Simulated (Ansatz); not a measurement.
Computed with Ansatz on PBE0-D4/def2-TZVP structures; ΔE is electronic, products minus reactants. CCSD(T)/CBS is the MP2 limit (def2-TZVPP, def2-QZVPP) plus CCSD(T) − MP2 in def2-TZVPP, frozen cores. This one scheme is used for every species. Functionals use def2-TZVPP. B3LYP here is the variant with VWN-RPA as its local correlation; programs differ in this. For Zn outer-core shells are correlated without core-valence functions, which leaves a few kJ/mol of doubt a bond. Scalar relativity is left out up to krypton. One conformer a species, not always the lowest.

Consider the formal hydrolysis of a Zn–B bond: `[BH2][Zn][NH2]` + H₂O → `[NH2][Zn][OH]` + BH₃.

Task: Is it downhill or uphill in electronic energy at CCSD(T)/CBS, and by how much? (An estimate is asked.)

Result: Computed: Downhill: ΔE = -11.6 kcal/mol.

Task: What do these levels give: PBE-D4, B3LYP-D4, ωB97X-V, PBE-QIDH, revPBE, CCSD/CBS(def2)? (Best estimate.)

Result: Ansatz gave: PBE-D4 -7.8, B3LYP-D4 -10.9, ωB97X-V -11.5, PBE-QIDH -11.1, revPBE -8.3, CCSD/CBS(def2) -11.8 kcal/mol.

Largest T1 diagnostic among the species: 0.017.

From PBE to PBE0 (25 % exact exchange), in def2-TZVPP and without D4, ΔE moves by −0.9 kcal/mol. At CCSD(T), def2-SVP lies +1.2 kcal/mol from the extrapolated value and def2-TZVPP −0.2 kcal/mol. Leaving LDA and LC-ωPBE aside and taking each functional with its dispersion term where it has one, the values, not all of them listed here, spread over 4.7 kcal/mol, from B2PLYP to PBE-D4. LDA lies +1.4 kcal/mol from PBE without D4.
